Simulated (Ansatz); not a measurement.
A nudged elastic band was laid between two geometries of CH$_{4}$AlBO (8 atoms, charge 0, multiplicity 1).

All numbers below come from RHF/STO-3G (Ansatz 0.2.0).

```yaml
movable_images: 1
climbing_image: no
spring: 5.0 eV/Å²
optimiser: quadratic models (default)
start_path: through a guess of the saddle point
force_threshold: 0.05 eV/Å
iteration_limit: 60
end_points: relaxed
```

Image 0:

```xyz
8
Properties=species:S:1:pos:R:3
O 1.631 0.589 2.059
B 0.841 0.648 1.184
C -0.177 0.675 0.041
Al -0.384 -1.024 -0.805
H 0.141 1.420 -0.680
H -1.126 1.011 0.443
H 0.425 -1.334 -1.997
H -1.351 -1.986 -0.245
```

Image 2:

```xyz
8
Properties=species:S:1:pos:R:3
O 1.583 0.573 2.099
B 0.821 0.643 1.201
C -0.162 0.681 0.028
Al -0.386 -1.024 -0.802
H 0.199 1.405 -0.694
H -1.114 1.047 0.395
H -1.440 -1.928 -0.306
H 0.500 -1.396 -1.920
```

(1) Which bonds break or form, and what moves?

(2) Give the energies along the band, and the barrier.

(3) What is the geometry of the highest image?

Results:

(1) No bond is made or broken. The dihedral B2–C3–Al4–H8 goes from 87 to -90°. The two ends are copies of one structure, up to a mirror image or an exchange of like atoms.

(2) The run converged. The highest image is number 1 of 0 to 2, 3.0 kJ/mol above the ends, which have the same energy within 2 meV. The dihedral B2–C3–Al4–H8 jumps by 92° between images 0 and 1, so the path isn't resolved there. No image climbed, so the highest image needn't sit at the top of the path. So few images can step over the top or miss a turn of the path. Limits of this set-up: minimal basis.

| image | path coordinate (Å) | energy (kJ/mol) | dihedral B2–C3–Al4–H8 (°) |
| --- | --- | --- | --- |
| 0 | 0.00 | 0.0 | 87 |
| 1 | 2.34 | 3.0 | 178 |
| 2 | 4.68 | 0.0 | -90 |

(3) 
```xyz
8
Properties=species:S:1:pos:R:3:forces:R:3
O 2.068 0.931 1.538 0.02 -0.03 0.00
B 1.047 0.781 0.967 -0.02 0.03 0.01
C -0.272 0.571 0.219 0.00 -0.01 -0.01
Al -0.398 -1.034 -0.813 0.00 0.00 0.00
H -0.436 1.421 -0.436 0.00 0.00 0.00
H -1.085 0.594 0.937 0.00 0.00 0.00
H 0.740 -1.968 -0.889 0.00 0.01 0.00
H -1.664 -1.296 -1.523 0.01 0.00 0.00
```

The run took 6.3 s on 1 CPU thread of a shared host.
